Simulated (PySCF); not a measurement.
[ZnCl3]-, singlet: data card

Computed with PBE0/[Zn def2-SVPD, Cl def2-SVPD], no relativity, density fitting, PySCF.

The structure is a minimum.

```xyz
4
charge -1 multiplicity 1, angstrom
Zn    0.0000    0.0000    0.0000
Cl    2.2327    0.0000    0.0000
Cl   -1.1163    1.9336    0.0000
Cl   -1.1164   -1.9336    0.0000
```

```
Point group                                                                   : D3h
Bond lengths                                                                  : Zn–Cl 2.233 Å (×3)
Bond angles                                                                   : Cl–Zn–Cl 120.0° (×3)
Rotational symmetry number                                                    : 6
Highest occupied level                                                        : -4.14 eV
Lowest empty level                                                            : 3.09 eV
Zero-point energy                                                             : 7.9 kJ/mol
Entropy at 298.15 K and 1 bar                                                 : 336.0 J/(mol K)
Heat capacity Cp at 298.15 K                                                  : 77.8 J/(mol K)
Dipole moment about the centre of mass                                        : 0.00 D
Principal quadrupole moments (Buckingham, traceless) about the centre of mass : -9.42, -9.42, 18.84 D Å
Rotational constants                                                          : 0.06447, 0.06447, 0.03223 cm⁻¹
Principal polarisabilities                                                    : 61.2, 84.6, 84.6 bohr³
Enthalpy at 298.15 K above 0 K                                                : 18.59 kJ/mol
```

Harmonic modes (masses in u: Zn 63.929, Cl 34.969):
```json
{"symmetry": "e'", "ω (cm⁻¹)": "101", "IR (km/mol, summed over degenerate members)": "17.4", "μ (u)": "38.06"}
{"symmetry": "a2''", "ω (cm⁻¹)": "123", "IR (km/mol, summed over degenerate members)": "19.8", "μ (u)": "48.67"}
{"symmetry": "a1'", "ω (cm⁻¹)": "294", "IR (km/mol, summed over degenerate members)": "0.0", "μ (u)": "34.97"}
{"symmetry": "e'", "ω (cm⁻¹)": "351", "IR (km/mol, summed over degenerate members)": "187", "μ (u)": "43.72"}
```

In D3h the vibrations span 2e' + a2'' + a1'. The a1' mode carries no infrared intensity, as symmetry demands.

Charges (e); Mulliken and Löwdin values are unreliable with diffuse functions:
```csv
atom,Mulliken,Löwdin,polar tensor,Mayer order to Zn1
Zn1,0.82,0.68,1.23,–
"Cl2,3,4",-0.61,-0.56,-0.74,0.65
```

Mulliken populations on Zn1: s 6.65, p 12.60, d 9.93, f 0.00.

Counting electrons, zinc keeps none of its valence electrons outside its bonds, so the VSEPR class is AX3 and the expected shape is trigonal planar (D3h), as computed.

This need not be the most stable arrangement of these atoms. The lowest empty level of this anion is unbound, so it and the gap depend on the basis.

The final relaxation and frequency run took of the order of 80 core-seconds on a shared host.
